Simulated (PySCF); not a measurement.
ClH₆NSSi₂, SMILES S([SiH2]Cl)[SiH2]N. Geometry: PBE-D3(BJ)/def2-SVP. The structure was generated by enumeration, and PubChem lists no compound with its InChIKey, so it may never have been made. One conformer was computed; it need not be the lowest.

Computed equilibrium geometry at PBE-D3(BJ)/def2-SVP (PySCF confirms it by a frequency run) as a Z-matrix (one conformer of several):
```
Si
N 1 1.7324
H 2 1.0245 1 117.43
H 2 1.0261 3 109.60 1 135.06
H 1 1.4974 2 108.51 3 -48.32
H 1 1.5005 5 113.26 2 120.04
S 1 2.2078 5 103.32 6 114.76
Si 7 2.1348 1 97.46 5 -160.60
H 8 1.4973 7 107.72 1 -175.21
H 8 1.4996 9 111.53 7 123.48
Cl 8 2.1028 9 108.00 10 115.50
```
